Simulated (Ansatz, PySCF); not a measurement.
WOSFCl, SMILES [O]=[W]([F])(=[S])[Cl], multiplicity 1. Atoms are numbered in the order given.

```xyz
5

W      0.0190    -0.1337    -0.1533
O      1.2184    -0.0299    -1.3540
S      1.0294    -0.4688     1.6996
F     -1.0981    -1.5857    -0.5049
Cl    -1.0436     1.8767    -0.0278
```

Coordinates come from a B3LYP-D3(BJ)/def2-SVP optimisation. The spin state was assumed, not searched. The structure was generated by enumeration; whether it is a known compound was not checked. The def2 effective core potentials stand for the cores of W; spin–orbit coupling is left out.

Vertical ionisation energy (IE) and electron affinity (EA) in eV. Rows of orbital energies are one-electron estimates. Where ΔSCF, EOM or ADC give a negative EA the extra electron is unbound and the value depends on the basis.

| level | IE | EA |
|---|---|---|
| −ε(HOMO), −ε(LUMO), B3LYP/def2-TZVP (PySCF) | 8.07 | 3.59 |
| −ε(HOMO), −ε(LUMO), PBE/def2-TZVP (PySCF) | 7.06 | 4.07 |
| ΔSCF, CAM-B3LYP/def2-SVPD (Ansatz), final states of multiplicity 2 and 2 | 10.48 | 1.96 |
| ΔSCF, PBE/def2-SVPD (Ansatz), final states of multiplicity 2 and 2 | 10.25 | 1.39 |

Question: What vertical singlet–triplet gap does ΔSCF give with CAM-B3LYP/def2-SVPD (Ansatz, an electronic-structure program) and with PBE/def2-SVPD (Ansatz)? (An estimate is asked for; the answer gives what the named calculation found.)

Answer: 2.64 and 3.02 eV (triplet above singlet where positive).
